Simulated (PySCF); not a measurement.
Polarisability and C₆ of Sb²⁺ (antimony, charge +2)

[Kr] 4d10 5s2 5p1, 2P determinant. Calculation: PySCF 2.14, in aug-cc-pVQZ-DK3 (9s8p6d3f2g, 102 functions); the spin-free X2C one-electron Hamiltonian (Gaussian nucleus). Coupled (time-dependent) response in atomic units; α is the mean over directions.

```tsv
method	mean α (bohr³)	α xx, yy, zz	C₆ (like pair)	S(−4)
UHF	16.91	16.92, 16.90, 16.92	105.4	87.24
PBE	15.61	15.31, 16.21, 15.31	95.31	72.61
PBE0	15.84	15.65, 16.22, 15.65	97.10	74.65
```

S(−4) is the Cauchy moment in α(ω) = α(0) + S(−4) ω² + …

Spin-orbit coupling is absent.

α(iu) at PBE0:

```json
{"u (hartree)": "0", "α(iu) (bohr³)": "15.84"}
{"u (hartree)": "0.0500", "α(iu) (bohr³)": "15.66"}
{"u (hartree)": "0.100", "α(iu) (bohr³)": "15.13"}
{"u (hartree)": "0.200", "α(iu) (bohr³)": "13.38"}
{"u (hartree)": "0.300", "α(iu) (bohr³)": "11.29"}
{"u (hartree)": "0.500", "α(iu) (bohr³)": "7.773"}
{"u (hartree)": "0.750", "α(iu) (bohr³)": "5.139"}
{"u (hartree)": "1.00", "α(iu) (bohr³)": "3.695"}
{"u (hartree)": "1.50", "α(iu) (bohr³)": "2.272"}
{"u (hartree)": "2.00", "α(iu) (bohr³)": "1.587"}
{"u (hartree)": "3.00", "α(iu) (bohr³)": "0.9225"}
{"u (hartree)": "5.00", "α(iu) (bohr³)": "0.4222"}
```

A single London oscillator, α(iu) = α/(1 + u²/ω²), gives C₆ = (3/4) ω α². Matching the computed C₆ needs ω = 4 × 97.10 / (3 × 15.84²) = 0.516 hartree.

For an ion, C₆ is the dispersion term alone; charge-induced terms of lower order in 1/R come first.

The components differ because the open shell of this determinant is not spherical; for a pure term their mean is the scalar polarisability.
